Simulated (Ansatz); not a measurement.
Nb₅O₁₈H₁₁, a hydroxylated oxide cluster. Charge 0, multiplicity 1. Geometry PBE-D4/def2-SVP.

```xyz
34

Nb    1.6095   -0.1392   -0.7006
Nb   -0.2610    0.4664    2.8816
Nb    0.9890   -0.8230   -3.6090
Nb   -1.2697    0.9495   -1.3379
Nb    0.4770   -2.3622    1.6691
O    -2.6112   -0.3434   -0.9624
O     0.5747    1.4663   -1.2753
O    -1.5872    1.4631   -3.1140
O    -0.3291   -0.0732    0.4163
O    -2.0031    2.3833   -0.2357
O     1.4910   -0.7271    2.6251
O    -0.2299    0.8026    4.7323
O     1.1337    1.7947    2.2125
O    -1.6836    1.5412    2.3267
O    -1.0638   -2.6460    0.4281
O     2.6664    0.8053    0.5071
O     0.3777    0.5603   -4.8486
O     1.1187   -2.3723   -4.3498
O    -0.8308   -1.3243    2.8087
O     1.0213   -3.8521    2.3266
O     2.4698   -0.4433   -2.3758
O    -0.1567   -0.8621   -2.1240
O     1.6258   -1.8539    0.1449
H    -2.5653   -1.2455   -0.5783
H     0.2454    0.4721   -5.8110
H    -0.9855    1.3970   -3.9026
H    -0.8307   -0.9432    0.3272
H    -1.7014    3.3079   -0.3122
H     2.3023   -0.3507    2.2165
H    -0.0485    0.1929    5.4705
H     0.8361    2.7209    2.1401
H    -1.9727    1.8836    1.4302
H    -0.9604   -3.2353   -0.3441
H     2.1524    1.3896    1.2176
```

In the def2 sets Nb takes a core potential, while STO-3G treats all electrons; there is no spin–orbit coupling. Single mean-field runs in def2-TZVP are fitted with def2-universal-jkfit.

**Question.** Estimate the orbital energies around the gap (eV) in Ansatz with HF/STO-3G, PBE-D4/def2-TZVP, r2SCAN-D4/def2-TZVP, r2SCANh-D4/def2-TZVP, BHLYP-D4/def2-TZVP.

**Answer.** 
| orbital | HF/STO-3G | PBE-D4/def2-TZVP | r2SCAN-D4/def2-TZVP | r2SCANh-D4/def2-TZVP | BHLYP-D4/def2-TZVP |
| --- | --- | --- | --- | --- | --- |
| HOMO−13 | -9.74 | -8.24 | -8.63 | -9.27 | -11.58 |
| HOMO−12 | -9.67 | -8.19 | -8.58 | -9.21 | -11.47 |
| HOMO−11 | -9.54 | -8.15 | -8.55 | -9.16 | -11.41 |
| HOMO−10 | -9.48 | -8.09 | -8.48 | -9.10 | -11.38 |
| HOMO−9 | -9.43 | -8.01 | -8.39 | -9.00 | -11.25 |
| HOMO−8 | -9.27 | -7.96 | -8.35 | -8.97 | -11.23 |
| HOMO−7 | -9.20 | -7.91 | -8.31 | -8.93 | -11.15 |
| HOMO−6 | -9.14 | -7.89 | -8.28 | -8.89 | -11.12 |
| HOMO−5 | -8.89 | -7.84 | -8.24 | -8.85 | -11.08 |
| HOMO−4 | -8.78 | -7.76 | -8.14 | -8.74 | -10.92 |
| HOMO−3 | -8.65 | -7.59 | -7.98 | -8.57 | -10.75 |
| HOMO−2 | -8.46 | -7.46 | -7.83 | -8.42 | -10.58 |
| HOMO−1 | -8.26 | -7.32 | -7.69 | -8.28 | -10.44 |
| HOMO | -8.11 | -7.25 | -7.64 | -8.24 | -10.40 |
| LUMO | 4.87 | -3.57 | -3.51 | -3.24 | -1.96 |
| LUMO+1 | 4.96 | -3.34 | -3.30 | -3.03 | -1.82 |
| LUMO+2 | 5.21 | -3.19 | -3.14 | -2.87 | -1.64 |
| LUMO+3 | 5.27 | -3.13 | -3.08 | -2.82 | -1.59 |
| LUMO+4 | 5.48 | -2.95 | -2.91 | -2.65 | -1.43 |
| LUMO+5 | 5.58 | -2.89 | -2.84 | -2.56 | -1.28 |
